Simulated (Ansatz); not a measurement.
Task: Name a neutral molecule of Al, C, N, Si and H with HOMO energy (PBE0/def2-TZVPP) between -7.50 and -7.20 eV and zero-point energy (PBE0-D4/def2-TZVP) between 288 and 304 kJ/mol (Ansatz, PBE0-D4/def2-TZVP geometry).

Result: `[CH3][AlH][NH][SiH2]C` (-7.44 eV, 295.3 kJ/mol). Other molecules can fit too; these were computed, each in one conformer that needn't be the lowest.
